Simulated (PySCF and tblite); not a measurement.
The numbers below are computed, except where a source is named.
## Barrier and rate of a rearrangement

System: C7H6F2, numbered as in [F:1][C:2]1=[CH:3][CH:4]=[CH:5][CH2:6][CH:7]=[C:8]1[F:9].

Motion: shift of H on C6 from C6 to C2. Level: CAM-B3LYP/pcSseg-1 + D3(BJ) on B3LYP-D3(BJ)/def2-SVP stationary points, with GFN2-xTB thermal terms. Rate constants are transition-state-theory values, counting equivalent paths, without tunnelling. Programs: tblite and PySCF.

| point | symmetry | E(GFN2) kcal/mol | E(DFT) kcal/mol | ZPE change kcal/mol | lowest mode cm⁻¹ | dipole D |
| --- | --- | --- | --- | --- | --- | --- |
| start | C1 | 0.0 | 0.0 | 0.00 | 114 | 2.93 |
| saddle | C1 | 31.8 | 40.7 | -2.80 | 1202i | 2.98 |
| end | C1 | 2.3 | 0.2 | -0.21 | 92 | 2.62 |

- Electronic barrier: 40.7 kcal/mol
- Barrier with zero-point energy: 37.9 kcal/mol
- ΔH‡ (298 K): 37.5 kcal/mol
- ΔS‡ (298 K, symmetry apart): -3.0 cal/(mol K)
- Paths: 1 equivalent path
- End point: a different minimum
- Mean lifetime of the start against this motion at 298 K: 6.7×10⁷ years
- Cost: 5.4 min on 1 thread of Arm Neoverse V1, on a host shared with other jobs (rough), peak memory 0.95 GiB, launched as `OMP_NUM_THREADS=1 python ens_run.py task.json out`

| T/K | ΔG‡ kcal/mol | k s⁻¹ | ΔG kcal/mol | k back s⁻¹ |
| --- | --- | --- | --- | --- |
| 350 | 38.5 | 6.6×10⁻¹² | 0.0 | 6.6×10⁻¹² |
| 400 | 38.7 | 6.3×10⁻⁹ | 0.0 | 6.6×10⁻⁹ |
| 500 | 39.0 | 9.6×10⁻⁵ | 0.1 | 0.00011 |

ΔG and ΔG‡ leave out symmetry numbers and mirror images; rates count paths: 1 out, 1 back.

Tunnelling of the moving H, left out here, will speed the real process.
